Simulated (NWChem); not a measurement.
# AlP2H5O; SMILES [PH2][Al]([PH2])[OH]

```xyz
9

Al     0.3766    -0.1384     0.0000
O      2.0647    -0.4267     0.0000
H      2.8136     0.1769     0.0000
P     -0.7053     0.1758    -2.0608
H     -0.0842    -0.9463    -2.6821
H     -1.8940    -0.5257    -1.7060
P     -0.7053     0.1758     2.0608
H     -1.8940    -0.5257     1.7060
H     -0.0842    -0.9463     2.6821
```
Atoms are numbered in this order, from 1.

This is a stationary point of B3LYP/6-31G* (spherical d) (NWChem), point group Cs. 

Problem. Is it a minimum? If not, what does it relax to?

Solution. No. It has an imaginary frequency of 341i cm⁻¹. Following that mode (on a finer grid) lowers the energy by 2.4 kcal/mol and ends, with real frequencies alone, at point group C1:
```xyz
9

Al     0.3589    -0.0141     0.0479
O      2.0658    -0.1422     0.1896
H      2.6661    -0.1505    -0.5659
P     -0.6758     0.2739    -2.0492
H      0.0465    -0.7809    -2.6831
H     -1.8014    -0.5424    -1.7344
P     -0.7614     0.2299     2.0904
H     -1.8513    -0.6202     1.7392
H     -0.0169    -0.7990     2.7366
```
